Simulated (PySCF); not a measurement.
`C(C#N)[Si@H](F)[Si@@H](F)[SiH3]`, C$_{2}$H$_{7}$F$_{2}$NSi$_{3}$

Molfile (atoms numbered from 1):
```
C2H7F2NSi3
     RDKit          3D

 15 14  0  0  0  0  0  0  0  0999 V2000
   -2.1990   -0.3147    1.8691 N   0  0  0  0  0  0  0  0  0  0  0  0
   -2.0472   -0.4945    0.7487 C   0  0  0  0  0  0  0  0  0  0  0  0
   -1.8285   -0.6798   -0.6479 C   0  0  0  0  0  0  0  0  0  0  0  0
   -0.8668    0.7939   -1.4321 Si  0  0  2  0  0  4  0  0  0  0  0  0
   -0.6620    0.2510   -2.9508 F   0  0  0  0  0  0  0  0  0  0  0  0
    1.2486    1.0236   -0.5260 Si  0  0  1  0  0  4  0  0  0  0  0  0
    1.1515    2.3672    0.3825 F   0  0  0  0  0  0  0  0  0  0  0  0
    2.0873   -0.6767    0.8207 Si  0  0  0  0  0  4  0  0  0  0  0  0
   -1.2682   -1.6064   -0.7943 H   0  0  0  0  0  0  0  0  0  0  0  0
   -2.7947   -0.7973   -1.1418 H   0  0  0  0  0  0  0  0  0  0  0  0
   -1.8208    1.8851   -1.6225 H   0  0  0  0  0  0  0  0  0  0  0  0
    2.1718    1.4950   -1.5675 H   0  0  0  0  0  0  0  0  0  0  0  0
    3.2771   -0.2726    1.5722 H   0  0  0  0  0  0  0  0  0  0  0  0
    2.4670   -1.8234   -0.0142 H   0  0  0  0  0  0  0  0  0  0  0  0
    1.0796   -1.1427    1.7764 H   0  0  0  0  0  0  0  0  0  0  0  0
  1  2  3  0
  2  3  1  0
  3  4  1  0
  4  5  1  0
  4  6  1  0
  6  7  1  0
  6  8  1  0
  3  9  1  0
  3 10  1  0
  4 11  1  6
  6 12  1  6
  8 13  1  0
  8 14  1  0
  8 15  1  0
M  END
```

Method used: TDDFT CAM-B3LYP/def2-SVPD circular dichroism and optical rotation, one conformer, gas phase (PySCF). Geometry: GFN2-xTB.

The molecule is flexible and this is one conformer; a measurement averages over conformers.

Task: Draw the ECD and absorption spectra from the lowest 12 states, each a Gaussian of half-width 0.3 eV at 1/e height.

Result: 
| E (eV) | λ (nm) | Δε (L mol⁻¹ cm⁻¹) | ε (L mol⁻¹ cm⁻¹) |
| --- | --- | --- | --- |
| 5.03 | 247 | -0.93 | 155 |
| 5.13 | 242 | -2.52 | 421 |
| 5.23 | 237 | -5.48 | 916 |
| 5.33 | 233 | -9.56 | 1600 |
| 5.43 | 228 | -13.34 | 2230 |
| 5.53 | 224 | -14.92 | 2490 |
| 5.63 | 220 | -13.42 | 2240 |
| 5.73 | 216 | -9.82 | 1630 |
| 5.83 | 213 | -6.16 | 1000 |
| 5.93 | 209 | -3.88 | 598 |
| 6.03 | 206 | -3.08 | 467 |
| 6.13 | 202 | -2.77 | 550 |
| 6.23 | 199 | -1.57 | 863 |
| 6.33 | 196 | +1.80 | 1590 |
| 6.43 | 193 | +8.20 | 2940 |
| 6.53 | 190 | +17.24 | 4820 |
| 6.63 | 187 | +26.63 | 6580 |
| 6.73 | 184 | +32.81 | 7330 |
| 6.83 | 182 | +33.69 | 6710 |
| 6.93 | 179 | +31.36 | 5380 |
| 7.03 | 176 | +31.69 | 4540 |
| 7.13 | 174 | +40.08 | 5070 |
| 7.23 | 172 | +56.31 | 6870 |
| 7.33 | 169 | +73.15 | 8830 |
| 7.43 | 167 | +81.23 | 9680 |
| 7.53 | 165 | +76.35 | 8920 |
| 7.63 | 163 | +62.01 | 7170 |
| 7.73 | 160 | +45.12 | 5410 |
| 7.83 | 158 | +30.47 | 4190 |

Δε uses R in velocity form, ε uses f in length form. Only the states computed contribute, so the short-wavelength end is incomplete.
